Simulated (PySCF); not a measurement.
K(Cl) anion (ClK), SMILES [Cl][K] (connectivity only; charge and spin as stated), charge -1, multiplicity 2.

Coordinates come from a r2SCAN-D4/def2-TZVPD optimisation. The spin state was assumed, not searched.

Level of theory: ωB97X/def2-TZVPD run with PySCF.

Gas-phase values at a fixed geometry.

Computed frontier levels, dipole moment:
| Item | Value |
|---|---|
| α spin, highest occupied and lowest empty level | -0.59 and 2.97 eV |
| β spin, highest occupied and lowest empty level | -5.48 and 4.88 eV |
| dipole moment about the centre of nuclear charge | 4.43 D |
| ⟨S²⟩ | 0.750 (pure state 0.75) |
